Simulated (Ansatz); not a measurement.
Geometry optimisation, RHF/def2-SVP (Ansatz).

input.yaml

```yaml
crystal:
  periodic: [false, false, false]
  atoms:
    - { symbol: B, position_ang: [-0.055041, -0.255111, 0.113179] }
    - { symbol: O, position_ang: [-0.076421, -0.396621, 1.479638] }
    - { symbol: H, position_ang: [-0.95187, -0.520589, 1.822882] }
    - { symbol: H, position_ang: [0.978978, -0.186957, -0.466666] }
    - { symbol: F, position_ang: [-1.19464, -0.290906, -0.544376] }
    - { symbol: F, position_ang: [0.064662, 2.198082, 0.710038] }
    - { symbol: H, position_ang: [0.335332, 1.774303, 1.468403] }
basis:
  gaussian: { orbitals: def2-SVP }
hamiltonian:
  xc: hf
relax:
  f_tol: 0.03
  max_steps: 50
```

Command:

```bash
$ ansatz run input.yaml --threads 1 --pin off --max-ram 2048MiB --backend cpu --events-out ev --progress --plain --runs-dir out
```

Where does it end, and by what steps?

The forces met the threshold. The force dipped under the threshold on the way, but the program's further checks kept it going. After 23 steps the energy has fallen by 0.147 eV; F5 moved furthest, 1.39 Å.

```
step  energy less start (eV)  largest force component (eV/Å)  accepted
   0                  0.0000                           1.040       yes
   1                 -0.0362                           0.617       yes
   2                 -0.0038                           1.761        no
   3                 -0.0442                           0.927       yes
   4                 -0.0672                           0.266       yes
   5                 -0.0766                           0.061       yes
   6                 -0.0823                           0.195       yes
   7                 -0.0738                           1.325        no
   8                 -0.0916                           0.111       yes
   9                 -0.0945                           0.710       yes
  10                 -0.1085                           0.145       yes
  11                 -0.1094                           0.610       yes
  12                 -0.1329                           0.096       yes
  13                 -0.1265                           0.491        no
  14                 -0.1357                           0.064       yes
  15                 -0.1369                           0.532       yes
  16                 -0.1439                           0.044       yes
  17                 -0.1439                           0.039       yes
  18                 -0.1436                           0.362        no
  19                 -0.1452                           0.022       yes
  20                 -0.1455                           0.203       yes
  21                 -0.1434                           0.215        no
  22                 -0.1466                           0.058       yes
  23                 -0.1468                           0.002       yes
```

```xyz
7
Properties=species:S:1:pos:R:3
B -0.182 -0.481 -0.087
O -0.434 0.198 1.048
H -1.077 -0.200 1.621
H 0.609 -0.068 -0.873
F -0.825 -1.607 -0.310
F 0.692 2.643 1.686
H 0.318 1.837 1.498
```

Whether the end is a true minimum wasn't checked by a vibrational analysis.

Time of the run: 21 s on 1 thread of Arm Neoverse V2, on a shared host, peak memory 0.12 GiB.
